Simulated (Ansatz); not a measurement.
# A ladder of methods for [GeH3]− (SMILES [GeH3-])

[GeH3]− has 4 atoms, charge -1, and is taken as a singlet. As SMILES, `[GeH3-]`. The shape comes from GFN2-xTB, which is rough for such elements, and wasn't checked as a minimum.

Quantity: the vertical energy of the triplet above the singlet, in eV. The values are calculated.

```
           level                    kind  program  value (eV)  less FCI/STO-3G  CPU time (all runs)
       HF/STO-3G            Hartree–Fock   Ansatz        6.72            -0.35                1.6 s
     BLYP/STO-3G                     GGA   Ansatz        6.19            -0.88                4.7 s
      PBE/STO-3G                     GGA   Ansatz        6.21            -0.86                4.8 s
  r2SCAN0/STO-3G         hybrid meta-GGA   Ansatz        6.67            -0.40                5.8 s
CAM-B3LYP/STO-3G  range-separated hybrid   Ansatz        6.51            -0.56                2.1 s
    wB97X/STO-3G  range-separated hybrid   Ansatz        6.54            -0.53                 13 s
    CCSDT/STO-3G   coupled cluster or CI   Ansatz        7.07             0.00               0.98 s
      FCI/STO-3G      exact in the basis   Ansatz        7.07             0.00               0.79 s
```

FCI/STO-3G is exact within its basis and frozen core, so for wave-function methods in that basis the difference is their error; functionals converge differently with the basis, so for them it is only a difference. All-electron rows without a relativistic Hamiltonian named are non-relativistic. Sets without diffuse functions describe the anion poorly. The values span 6.19 to 7.07 eV. All rows use very small basis sets, so none should be taken for the real molecule's value. In the correlated wave-function rows the outer d shell of Ge is correlated, in sets not made for it. Times are those of the runs behind each value, whatever else they computed, on shared processors of several kinds: orders of magnitude only.
